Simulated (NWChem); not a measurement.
# Ionisation of Se (-1)

```
Se
```
Charge -1, spin multiplicity 2.

Everything below was run with NWChem.

Basis set: def2-TZVPD. The species with one electron less has spin multiplicity 3. Δ marks differences of total energies (open shells unrestricted). −ε marks an orbital energy of the parent. That orbital need not have the symmetry of the hole or added electron in the Δ rows.

The Hamiltonian is non-relativistic. The correlated methods keep 9 core orbitals frozen. The stability of the SCF solutions was not checked. Open-shell Hartree-Fock references start from PBE0 orbitals.

For the first vertical ionisation energy, −ε(beta HOMO) of PBE gives -0.94 eV and G0W0@HF gives 1.93 eV. What do ΔPBE, ΔB2PLYP, −ε(beta HOMO) of HF give?

ΔPBE: 2.13 eV; ΔB2PLYP: 2.03 eV; −ε(beta HOMO) of HF: 2.19 eV.
